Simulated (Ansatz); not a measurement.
Reaction (homolysis of the B–O bond): `CC(C)OB(N)N` → `N[B]N`• + `CC(C)[O]`•

Gas-phase electronic energies from Ansatz, PBE0-D4/def2-TZVP geometries. CCSD(T)/CBS adds triple-zeta CCSD(T) − MP2 to the extrapolated MP2 energy (def2 sets, frozen cores). This one scheme is used for every species. Functionals use def2-TZVPP. HSE06 is defined as in plane-wave codes. Open shells (•) are unrestricted, without spin–orbit coupling. One conformer a species, not always the lowest.

What is ΔE at CCSD(T)/CBS? (Estimate.)

Computed: +576.4 kJ/mol.

What do these levels give: LDA (SPW92), BHLYP-D4, CAM-B3LYP-D4, ωB97X-V, ωB97M-V, HSE06, HF/def2-SVP, MP2/def2-SVP, CCSD(T)/def2-SVP, MP2/def2-TZVPP, HF/def2-QZVPP, MP2/def2-QZVPP? (Estimate.)

The calculation gave: LDA (SPW92) 609.8, BHLYP-D4 539.7, CAM-B3LYP-D4 553.9, ωB97X-V 560.6, ωB97M-V 569.1, HSE06 530.5, HF/def2-SVP 435.9, MP2/def2-SVP 590.5, CCSD(T)/def2-SVP 559.5, MP2/def2-TZVPP 601.0, HF/def2-QZVPP 422.9, MP2/def2-QZVPP 607.6 kJ/mol.

Largest T1 diagnostic among the species: 0.017.

From BLYP to BHLYP (50 % exact exchange), in def2-TZVPP and without D4, ΔE moves by +23.2 kJ/mol. Leaving LDA and LC-ωPBE aside and taking each functional with its dispersion term where it has one, the values, not all of them listed here, spread over 46.9 kJ/mol, from revPBE-D4 to ωB97M-V. LDA lies +87.9 kJ/mol from PBE without D4, its usual overbinding.
